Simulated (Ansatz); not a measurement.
Na3F3, relaxed as a singlet with RKS PBE0-D4/def2-SVP in Ansatz, starting from the GFN1-xTB geometry. Force threshold 0.02 eV/Å.

The structure comes from a short search, and lower isomers may exist.

Start:

```xyz
6

Na   -1.7752    1.6835    0.8267
Na   -0.3101    0.1502   -1.2238
Na    1.9084   -1.2783    0.6097
F     0.9183   -0.4275    2.0267
F    -2.1571    0.9658   -1.0536
F     1.4157   -1.0937   -1.1858
```

```csv
step,energy (eV),largest force component (eV/Å),SCF passes
1,-21377.8645,1.380,23
2,-21378.3090,0.994,28
3,-21378.7033,0.908,28
4,-21379.0809,0.880,28
5,-21379.4795,0.831,28
6,-21379.6492,0.723,26
7,-21379.7039,0.195,25
8,-21379.7132,0.394,25
9,-21379.7731,0.055,25
10,-21379.7742,0.008,26
```

Force components are those of the run's own axes.

End:

Cartesian coordinates in Å:
```
Na -1.224 1.028 1.190
Na -0.360 -0.095 -1.951
Na 1.584 -0.932 0.765
F 0.373 0.099 2.010
F -1.630 0.964 -0.789
F 1.258 -1.064 -1.225
```

Bonds formed: Na1–F4 (atoms count from 1). Metal–metal contacts that move far: Na1–Na3 4.73 to 3.45 Å. The end is the same structure that another start reached, the lowest one found.

No frequencies were taken in this run, so the end may be a saddle point.

Run time 15 s (4 threads of Arm Neoverse V1 on a shared host).
